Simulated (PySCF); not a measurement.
CrO2F2, SMILES [O]=[Cr](=[O])([F])[F], multiplicity 1. Geometry: B3LYP-D3(BJ)/def2-SVP. The multiplicity is an assumed one; other spin states were not compared. The isomer is the one that the SMILES or the coordinates give; other isomers of the formula were not compared.

Computed equilibrium geometry at B3LYP-D3(BJ)/def2-SVP (PySCF confirms it by a frequency run) as bond lengths and angles, and its point group:
point group C2v.
Atoms: Cr1 O2 O3 F4 F5. Bonded distances (Å): Cr1–O2 1.538, Cr1–O3 1.538, Cr1–F4 1.695, Cr1–F5 1.695. Angles (°): O2–Cr1–O3 108.3, O2–Cr1–F4 109.5, O2–Cr1–F5 109.5, O3–Cr1–F4 109.5, O3–Cr1–F5 109.5, F4–Cr1–F5 110.3.
